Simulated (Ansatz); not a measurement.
Spectroscopic constants of AlH+, multiplicity 2 (the spin of the measured ground state).

Constants: fifth-degree fit in 1/R to seven points, most abundant isotopes. Runs in def2 and cc sets follow the lowest solution found near the PBE0 minimum.

Cores are frozen in the correlated methods.

Run with Ansatz (a program for electronic structure). Each number belongs to the level named beside it.

Energies at CCSD/aug-cc-pV(T+d)Z:

```csv
R (Å),E (hartree)
1.504742,-242.24044712
1.545192,-242.24202476
1.582406,-242.24273576
1.624474,-242.24284102
1.666542,-242.24235118
1.715082,-242.24121829
1.771712,-242.23934759
```

Question: With a reduced mass of 0.9715 u, find the minimum, the force constant and the constants.

Answer: A fifth-degree polynomial in 1/R puts the minimum at r_e = 1.6098 Å with force constant 159 N/m. Then ω_e = (1/2πc)√(k/μ) = 1665 cm⁻¹ and B_e = h/(8π²cμr_e²) = 6.696 cm⁻¹; the cubic and quartic terms give α_e = 0.31 and ω_e x_e = 69 cm⁻¹.
